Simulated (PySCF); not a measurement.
1,2,4-triazole (C₂H₃N₃), SMILES n1cn[nH]c1. The structure is a stationary point at PBE-D3(BJ)/def2-SVP.

Q: Give the equilibrium geometry at PBE-D3(BJ)/def2-SVP (PySCF confirms it by a frequency run) as Cartesian coordinates in Å, and its point group. (Estimate from the structure and the level; the computed values follow.)

A: point group Cs.
```xyz
8

C      0.0138     1.1228     0.0000
N      1.1624     0.3818     0.0000
C      0.7049    -0.8644     0.0000
N     -0.6564    -0.8498     0.0000
N     -1.1211     0.4180     0.0000
H      0.0047     2.2205     0.0000
H      1.2999    -1.7869     0.0000
H     -1.3122    -1.6338     0.0000
```
